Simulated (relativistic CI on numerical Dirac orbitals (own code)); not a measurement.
# Electric-dipole transitions in Rh XVIII

These numbers are calculated, not measured: Dirac-Coulomb-Breit CI, separate exchange-only KLI orbitals for each configuration, model QED (radiative potential, 1s self-energy scaled to tabulated hydrogen-like ionisation energies), unscaled Slater integrals (own radial code, finite nucleus).

Configuration list (outside the closed core [Ne]): 3s2.3p6.3d10, 3s2.3p6.3d9.4s, 3s2.3p6.3d9.4p, 3s2.3p6.3d9.4d, 3s2.3p6.3d8.4s2, 3s2.3p6.3d9.4f, 3s2.3p6.3d8.4s.4p, 3s2.3p5.3d10.4s, 3s2.3p6.3d9.5s, 3s2.3p6.3d8.4p2, 3s2.3p6.3d9.5p, 3s2.3p6.3d8.4s.4d, 3s2.3p5.3d10.4p, 3s2.3p6.3d9.5d, 3s2.3p6.3d8.4p.4d, 3s2.3p6.3d9.5f, 3s2.3p6.3d9.5g, 3s2.3p5.3d9.4s2, 3s2.3p5.3d10.4d, 3s2.3p6.3d9.6s, 3s.3p6.3d10.4s, 3s2.3p6.3d8.4d2, 3s2.3p6.3d9.6p, 3s2.3p5.3d9.4s.4p, 3s2.3p6.3d9.6d, 3s.3p6.3d10.4p, 3s2.3p5.3d9.4p2, 3s2.3p5.3d10.4f, 3s2.3p5.3d9.4s.4d, 3s.3p6.3d9.4s2, 3s2.3p5.3d10.5s, 3s2.3p5.3d9.4p.4d, 3s.3p6.3d9.4s.4p, 3s2.3p5.3d10.5p, 3s.3p6.3d10.4d, 3s2.3p4.3d10.4s2. Levels of other configurations are missing.

| λ vac (nm) | Lower | Upper | A (s⁻¹) | gf | Branching (%) |
| --- | --- | --- | --- | --- | --- |
| 2.1960 | 3s2.3p6.3d10 1S_0 [1] | 3s2.3p6.3d9.5f 1P°_1 [135] | 1.14e+13 | 2.48e+00 | 98.4 |
| 2.6728 | 3s2.3p6.3d10 1S_0 [1] | 3s2.3p6.3d9.4f 1P°_1 [55] | 1.50e+13 | 4.83e+00 | 99.4 |
| 6.5343 | 3s2.3p6.3d9.4s 3D_2 [3] | 3s2.3p5.3d10.4s 1P°_1 [57] | 5.80e+11 | 1.11e+00 | 52.1 |
| 6.5477 | 3s2.3p6.3d9.4d 3G_4 [19] | 3s2.3p5.3d10.4d 3F°_3 [150] | 5.03e+11 | 2.26e+00 | 71.8 |
| 6.5488 | 3s2.3p6.3d9.4d 3G_5 [22] | 3s2.3p5.3d10.4d 3F°_4 [152] | 4.85e+11 | 2.81e+00 | 71.1 |
| 6.5536 | 3s2.3p6.3d9.4p 3F°_3 [7] | 3s2.3p5.3d10.4p 3D_2 [77] | 5.15e+11 | 1.66e+00 | 79.8 |
| 6.5595 | 3s2.3p6.3d9.4p 3F°_4 [10] | 3s2.3p5.3d10.4p 3D_3 [79] | 4.55e+11 | 2.05e+00 | 69.8 |
| 6.5658 | 3s2.3p6.3d9.4s 3D_3 [2] | 3s2.3p5.3d10.4s 3P°_2 [56] | 5.89e+11 | 1.90e+00 | 84.9 |
| 6.5910 | 3s2.3p6.3d9.4p 3P°_2 [6] | 3s2.3p5.3d10.4p 3S_1 [76] | 5.90e+11 | 1.15e+00 | 84.1 |
| 10.961 | 3s2.3p6.3d9.4f 3D°_2 [48] | 3s2.3p6.3d9.5g 3D_3 [136] | 4.04e+11 | 5.09e+00 | 81.3 |
| 10.976 | 3s2.3p6.3d9.4f 3H°_6 [39] | 3s2.3p6.3d9.5g 3I_7 [127] | 5.09e+11 | 1.38e+01 | 99.9 |
| 11.009 | 3s2.3p6.3d9.4f 3H°_5 [40] | 3s2.3p6.3d9.5g 1I_6 [126] | 4.93e+11 | 1.17e+01 | 96.9 |
| 11.011 | 3s2.3p6.3d9.4f 3H°_4 [49] | 3s2.3p6.3d9.5g 3I_5 [138] | 4.80e+11 | 9.60e+00 | 94.2 |
| 11.042 | 3s2.3p6.3d9.4f 1H°_5 [50] | 3s2.3p6.3d9.5g 3I_6 [139] | 4.95e+11 | 1.18e+01 | 97.4 |
| 11.059 | 3s2.3p6.3d9.4f 1D°_2 [41] | 3s2.3p6.3d9.5g 3G_3 [129] | 3.39e+11 | 4.35e+00 | 68.0 |
| 11.065 | 3s2.3p6.3d9.4f 3F°_2 [51] | 3s2.3p6.3d9.5g 3G_3 [140] | 4.12e+11 | 5.30e+00 | 82.4 |
| 11.066 | 3s2.3p6.3d9.4f 3D°_3 [42] | 3s2.3p6.3d9.5g 3F_4 [130] | 3.16e+11 | 5.21e+00 | 63.3 |
| 11.096 | 3s2.3p6.3d9.4f 3F°_4 [43] | 3s2.3p6.3d9.5g 3H_5 [131] | 2.70e+11 | 5.47e+00 | 53.6 |
| 11.107 | 3s2.3p6.3d9.4f 3F°_3 [52] | 3s2.3p6.3d9.5g 3F_4 [141] | 3.85e+11 | 6.41e+00 | 77.1 |
| 11.121 | 3s2.3p6.3d9.4f 1G°_4 [44] | 3s2.3p6.3d9.5g 1H_5 [132] | 3.19e+11 | 6.51e+00 | 63.4 |
| 11.137 | 3s2.3p6.3d9.4f 3G°_5 [45] | 3s2.3p6.3d9.5g 3H_6 [134] | 4.39e+11 | 1.06e+01 | 86.9 |
| 11.144 | 3s2.3p6.3d9.4f 3G°_4 [53] | 3s2.3p6.3d9.5g 3H_5 [143] | 4.58e+11 | 9.39e+00 | 91.1 |
| 11.172 | 3s2.3p6.3d9.4f 1F°_3 [46] | 3s2.3p6.3d9.5g 1G_4 [133] | 3.72e+11 | 6.26e+00 | 74.4 |
| 11.175 | 3s2.3p6.3d9.4f 3G°_3 [54] | 3s2.3p6.3d9.5g 3H_4 [142] | 3.81e+11 | 6.41e+00 | 75.7 |
| 19.038 | 3s2.3p6.3d9.4p 3P°_2 [6] | 3s2.3p6.3d9.4d 3P_2 [20] | 5.49e+10 | 1.49e+00 | 71.0 |
| 19.224 | 3s2.3p6.3d9.4p 3F°_2 [8] | 3s2.3p6.3d9.4d 3G_3 [29] | 5.29e+10 | 2.05e+00 | 67.1 |
| 19.410 | 3s2.3p6.3d9.4p 3F°_3 [7] | 3s2.3p6.3d9.4d 3G_4 [19] | 7.00e+10 | 3.56e+00 | 89.6 |
| 20.521 | 3s2.3p6.3d9.4d 3G_3 [29] | 3s2.3p6.3d9.4f 3H°_4 [49] | 6.95e+10 | 3.95e+00 | 94.8 |
| 20.556 | 3s2.3p6.3d9.4d 3G_4 [19] | 3s2.3p6.3d9.4f 3H°_5 [40] | 6.95e+10 | 4.84e+00 | 96.0 |
| 20.887 | 3s2.3p6.3d9.4d 1G_4 [31] | 3s2.3p6.3d9.4f 1H°_5 [50] | 6.93e+10 | 4.99e+00 | 99.0 |
| 20.890 | 3s2.3p6.3d9.4d 3F_3 [34] | 3s2.3p6.3d9.4f 3G°_4 [53] | 6.06e+10 | 3.57e+00 | 84.7 |
| 20.903 | 3s2.3p6.3d9.4d 3G_5 [22] | 3s2.3p6.3d9.4f 3H°_6 [39] | 6.90e+10 | 5.87e+00 | 100.0 |
| 20.940 | 3s2.3p6.3d9.4d 3F_4 [26] | 3s2.3p6.3d9.4f 3G°_5 [45] | 5.87e+10 | 4.24e+00 | 82.4 |
| 20.999 | 3s2.3p6.3d9.4p 3D°_2 [17] | 3s2.3p6.3d9.4d 3F_3 [34] | 4.87e+10 | 2.25e+00 | 71.5 |
| 21.045 | 3s2.3p6.3d9.4p 3F°_3 [15] | 3s2.3p6.3d9.4d 1G_4 [31] | 6.46e+10 | 3.86e+00 | 98.2 |
| 21.056 | 3s2.3p6.3d9.4p 3F°_4 [10] | 3s2.3p6.3d9.4d 3G_5 [22] | 6.48e+10 | 4.74e+00 | 100.0 |
| 21.082 | 3s2.3p6.3d9.4p 3D°_3 [13] | 3s2.3p6.3d9.4d 3F_4 [26] | 4.63e+10 | 2.78e+00 | 68.1 |
| 28.207 | 3s2.3p6.3d9.4s 3D_3 [2] | 3s2.3p6.3d9.4p 3D°_3 [13] | 1.32e+10 | 1.10e+00 | 64.8 |
| 29.260 | 3s2.3p6.3d9.4s 3D_2 [3] | 3s2.3p6.3d9.4p 1D°_2 [11] | 1.54e+10 | 9.86e-01 | 84.4 |
| 29.697 | 3s2.3p6.3d9.4s 1D_2 [5] | 3s2.3p6.3d9.4p 3F°_3 [15] | 1.75e+10 | 1.62e+00 | 96.0 |
| 29.730 | 3s2.3p6.3d9.4s 3D_3 [2] | 3s2.3p6.3d9.4p 3F°_4 [10] | 1.80e+10 | 2.14e+00 | 100.0 |
| 35.144 | 3s2.3p6.3d9.4s 3D_2 [3] | 3s2.3p6.3d9.4p 3F°_3 [7] | 6.90e+09 | 8.94e-01 | 62.9 |
| 35.372 | 3s2.3p6.3d9.4s 3D_3 [2] | 3s2.3p6.3d9.4p 3P°_2 [6] | 9.77e+09 | 9.16e-01 | 94.7 |
| 46.862 | 3s2.3p6.3d9.5p 3F°_4 [65] | 3s2.3p6.3d9.5d 3G_5 [84] | 1.83e+10 | 6.62e+00 | 14.1 |
| 48.123 | 3s2.3p6.3d9.5d 3G_5 [84] | 3s2.3p6.3d9.5f 3H°_6 [107] | 1.94e+10 | 8.77e+00 | 11.4 |

Terms are leading LS components. Brackets give the number of a level in order of energy, since labels repeat. The list gives strong lines, with weight on those to low levels, without lines whose two gauges differ by over a factor of 2.5, among the lowest 400 of 2327 levels, so that lines to higher ones, which can be the strongest, are missing. Levels whose partners in the same complex of configurations lie outside the list can be far off, and so can their lines. Rates are taken at the computed energies, electric ones in the length gauge.

At this charge energies of transitions that change n are usually good to better than 1 %, and those within a shell (Δn = 0) to a few per cent.

(1) From the table, what is the radiative lifetime of 3s2.3p6.3d9.5f 1P°_1?

Answers

(1) The listed rates from this level add up to about 1.14e+13 s⁻¹, 98 % of its decay; with all channels τ = 8.61e-14 s.

LS names give the leading component of a level, which can be under half, so a name can repeat, a term be missing and a line seem to break the LS rules.
